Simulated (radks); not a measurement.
Task: Ionisation of the vanadium ion V3+, [Ar] 3d2, to [Ar] 3d1 as the strength of local exchange is varied. Calculated with a radial shooting solver on a logarithmic mesh with Libxc functionals: scalar-relativistic Kohn-Sham, Slater X-alpha exchange (alpha = 2/3 is LDA exchange), no correlation, spin-polarised, spherical densities, point nucleus; open shells are filled with parallel spins first.

| alpha | E(V3+) (hartree) | exchange (hartree) | IE (eV) | -e of the level emptied (eV) | <r> of it (bohr) |
|---|---|---|---|---|---|
| 0.577 | -938.02306 | -34.87619 | 43.073 | 34.556 (3d) | 1.212 |
| 0.583 | -938.38597 | -35.25066 | 43.220 | 34.692 (3d) | 1.209 |
| 0.667 | -943.47951 | -40.51858 | 45.306 | 36.632 (3d) | 1.180 |
| 0.761 | -949.20762 | -46.46949 | 47.710 | 38.880 (3d) | 1.150 |
| 0.771 | -949.81874 | -47.10604 | 47.970 | 39.124 (3d) | 1.147 |
| 0.873 | -956.07140 | -53.63676 | 50.668 | 41.662 (3d) | 1.117 |
| ? | -937.90212 | -34.75142 | 43.024 | 34.511 (3d) | 1.212 |

Which alpha was used in the last row?

Result: alpha = 0.575. NIST Atomic Spectra Database: 46.709 eV (measured). The Delta-SCF value meets it near alpha = 0.72. Open shells are spherical and high-spin; term and fine-structure splittings are not resolved.
